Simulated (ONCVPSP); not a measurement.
# Before and after: ONCV potential for Ta

tantalum, optimised norm-conserving Vanderbilt (ONCV), made with ONCVPSP 4.0.1 (PBE, scalar-relativistic). Core [Kr] 4d10 4f14, reference 5s2 5p6 5d3 6s1.5 6p0.5. Waves: 5s+6s: rc 2.00 bohr, ncon 4, nbas 8, qcut 5.1 1/bohr, 2 projectors; 5p+6p: rc 1.80 bohr, ncon 4, nbas 8, qcut 7.9 1/bohr, 2 projectors; 5d: rc 1.95 bohr, ncon 4, nbas 7, qcut 5.8 1/bohr, 2 projectors, debl 2.3 Ha; f scattering state at 0.2 Ha: rc 1.55 bohr, ncon 5, nbas 8, qcut 7 1/bohr, 3 projectors, debl 0.8 Ha. Local part: polynomial inside 1.10 bohr (lpopt 2, dvloc0 2 Ha). Core correction: Teter function, fcfact 2.5, rcfact 1.35.

All-electron outer shells of the reference configuration (PBE, scalar-relativistic, ld1.x):

```json
{"shell": "4d", "level (eV)": "-222.98", "outermost node (bohr)": "0.22", "outermost maximum (bohr)": "0.46"}
{"shell": "5s", "level (eV)": "-73.79", "outermost node (bohr)": "0.54", "outermost maximum (bohr)": "0.98"}
{"shell": "5p", "level (eV)": "-40.18", "outermost node (bohr)": "0.58", "outermost maximum (bohr)": "1.13"}
{"shell": "4f", "level (eV)": "-25.49", "outermost node (bohr)": "–", "outermost maximum (bohr)": "0.44"}
{"shell": "6s", "level (eV)": "-5.95", "outermost node (bohr)": "1.32", "outermost maximum (bohr)": "2.74"}
{"shell": "5d", "level (eV)": "-4.26", "outermost node (bohr)": "0.65", "outermost maximum (bohr)": "1.58"}
{"shell": "6p", "level (eV)": "-1.77", "outermost node (bohr)": "1.59", "outermost maximum (bohr)": "3.80"}
```

Change: core correction Teter function, fcfact 7.6, rcfact 1.35.

Cutoffs: the cutoffs (Ha) at which the residual kinetic energy of the hardest occupied pseudo-wave falls to 1 and 0.1 mHa per electron; they do not see the model core or the augmentation charge, which bear on the density cutoff. Errors are all-electron minus pseudo energies relative to the spin-unpolarised reference configuration.

How do hardness, ghosts and transferability respond?

The potential gets neither clearly harder nor softer (19 Ha and 23 Ha → 19 Ha and 23 Ha); both files keep a bound ghost (f); of the 4 tests that both files solve, the error grows in 3 and shrinks in 0 by more than 15 % and 0.3 meV (median size 1.8 → 3.6 meV). A model core, the more so a compact one, raises the density cutoff, which this test does not measure.

| quantity | base | changed |
| --- | --- | --- |
| cutoff, loose | 19 Ha | 19 Ha |
| cutoff, tight | 23 Ha | 23 Ha |
| bound ghosts | f | f |
| GHOST(+) flags under 300 eV | none | none |
| error for 5s2 5p6 5d3 6s2 6p0, meV [ΔE -2.06 eV] | +0.5 | +0.3 |
| error for 5s2 5p6 5d3 6s1 6p0, meV [ΔE 6.41 eV] | -1.8 | -2.1 |
| error for 5s2 5p6 5d3 6s0 6p0, meV [ΔE 21.38 eV] | -1.7 | -5.0 |
| error for 5s2 5p6 5d4 6s0 6p0, meV [ΔE 7.85 eV] | -15 | -20 |
| s: phases at 2.03 bohr within 0.05 rad from the reference energy up to (Ha; the scan ends near 5) | 4.1 | 4.1 |
| p: phases at 1.83 bohr within 0.05 rad from the reference energy up to (Ha; the scan ends near 5) | to the end of the scan | to the end of the scan |
| d: phases at 1.98 bohr within 0.05 rad from the reference energy up to (Ha; the scan ends near 5) | to the end of the scan | to the end of the scan |
| f: phases at 1.58 bohr within 0.05 rad from the reference energy up to (Ha; the scan ends near 5) | to the end of the scan | to the end of the scan |
| rms error of d²Exc/dni dnj with the model core, mHa | 1.69 | 1.52 |

 A true bound ghost makes a file unfit for plane-wave use even where its test errors are small: the radial tests pick states by their node count and pass the ghost by.
